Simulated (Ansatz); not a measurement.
Two isomers of CH7ClGeSi: A = `[CH3][GeH2][SiH2]Cl`, B = `C[SiH](Cl)[GeH3]`.

Isolated molecules relaxed with PBE0-D4/def2-TZVP in Ansatz; ΔE leaves out vibrations. CBS: MP2 limit from def2 TZ/QZ plus the TZ coupled-cluster correction, frozen cores. Functionals use def2-TZVPP. B3LYP here is the variant with VWN-RPA as its local correlation; programs differ in this. For Ge outer-core shells are correlated without core-valence functions, which leaves a few kJ/mol of doubt a bond. Scalar relativity is left out up to krypton. One conformer a species, not always the lowest.

Task: Which is lower in electronic energy at CCSD(T)/CBS, and by how much? (Estimate.)

Result: Ansatz gave: B, by 4.5 kcal/mol.

Task: Give E(B) − E(A) in kcal/mol with ωB97M-V, PBE-D4, B2PLYP, B3LYP-D4, r2SCAN-D4, HF/def2-TZVPP, B3LYP. (Best estimate.)

Result: The calculation gave: ωB97M-V -5.3, PBE-D4 -5.2, B2PLYP -4.5, B3LYP-D4 -5.0, r2SCAN-D4 -5.6, HF/def2-TZVPP -4.2, B3LYP -4.7. None reverses the order clearly.

Largest T1 diagnostic: 0.011.
